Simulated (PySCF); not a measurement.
C2H8O2Si. Atoms are numbered in the order given.

```xyz
13

C      2.1539    -0.3073     0.2708
Si     0.4555     0.1998    -0.3282
O     -0.1916     1.4735     0.5652
C     -0.8521    -1.1263    -0.0364
O     -2.1432    -0.5559    -0.1928
H      2.8929     0.4983     0.1328
H      2.5120    -1.1876    -0.2891
H      2.1289    -0.5689     1.3409
H      0.5205     0.6033    -1.7670
H      0.0374     2.3703     0.3047
H     -0.7184    -1.5862     0.9661
H     -0.7551    -1.9500    -0.7642
H     -2.1282     0.2847     0.2847
```
Charge 0, spin multiplicity 1.

Geometry optimised at ωB97X-D3(BJ)/def2-SVP. The structure was generated by enumeration; whether it is a known compound was not checked. The values are those of a single conformer.

The numbers are results of ωB97X/def2-TZVP in PySCF, not measurements.

ESP charges are fitted to the potential on shells at 1.4 to 2.0 van der Waals radii. Atomic charges (e):

```tsv
atom	ESP fit	IAO	Löwdin
C1	-0.78	-0.75	-0.45
Si2	?	1.18	0.17
O3	-0.71	-0.81	-0.15
C4	?	-0.34	-0.46
O5	?	-0.56	-0.05
H6	0.21	0.16	0.13
H7	0.17	0.16	0.13
H8	0.20	0.16	0.13
H9	-0.17	-0.18	-0.04
H10	?	0.37	0.17
H11	0.05	0.12	0.12
H12	0.07	0.15	0.13
H13	?	0.35	0.17
```

Fill in the missing entries. (An estimate is asked for; the answer gives what the named calculation found.)


- Si2, ESP fit: 0.71
- C4, ESP fit: 0.03
- O5, ESP fit: -0.61
- H10, ESP fit: 0.43
- H13, ESP fit: 0.39

Give the Mayer and Wiberg (Löwdin basis) orders of the bonds. (Estimate from the structure and the level; the computed values follow.)


```csv
bond,Mayer,Wiberg
C1–Si2,0.96,1.21
Si2–O3,1.09,1.58
Si2–C4,0.99,1.10
C4–O5,0.98,1.59
C1–H6,0.96,0.90
C1–H7,0.95,0.90
C1–H8,0.95,0.90
Si2–H9,0.97,0.90
O3–H10,0.88,1.03
C4–H11,0.94,0.88
C4–H12,0.95,0.89
O5–H13,0.88,1.01
```
